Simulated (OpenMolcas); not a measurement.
Pt6+ among 6 point charges of -1.7 e arranged as a tetragonal octahedron (D4h). The axial distance is 1.11 times the equatorial one, R.

```json
{
 "Program": "OpenMolcas",
 "Method": "SS-CASPT2, IPEA 0.25 Eh, imaginary shift 0.1 Eh (closed shells correlated: 5s 5p)",
 "Basis": "ANO-RCC-VDZP [7s6p4d2f]",
 "Scalar Hamiltonian": "DKH2, point nucleus",
 "Active space": "4 electrons in 5 orbitals (5d)",
 "State averaging": "2S+1 = 5 even, 5 roots; 2S+1 = 3 even, 45 roots; 2S+1 = 1 even, 50 roots",
 "Spin-orbit coupling": "state interaction with AMFI integrals over the reference wave functions"
}
```

All point charges move together. At R = 1.64 Å the first state of the same spin is 8820 cm-1, and at R = 1.98 Å it is 4890 cm-1.

Question: A third run gives 6720 cm-1. What distance was it run at?

Answer: With a power law R^-n the two known points give n = -ln(4890 / 8820) / ln(1.98 / 1.64) = 3.13. Then R = 1.64 × (8820 / 6720)^(1/3.13) = 1.789 Å. The run was at 1.79 Å, so the estimate is off by -0.001 Å.

Point charges give a weaker field than real ligands, and real ions of this kind are as a rule low spin; the high spin found here belongs to the model. Free-ion shares, where given, are those of the reference states; single-state CASPT2 does not remix them. Spin-orbit coupling mixes the spin-free states strongly: the lowest level takes only 30 % from its leading state, 5B1 (figures for R = 1.64; the like holds for R = 1.79, R = 1.98). This shell can be high or low spin here, a state of another spin lies low, and with metal d orbitals alone active their balance is uncertain, so the ground spin may be wrong (holds for R = 1.64). Point charges carry no covalency, so the field is a model and not that of real ligands. No measured value stands beside these numbers.
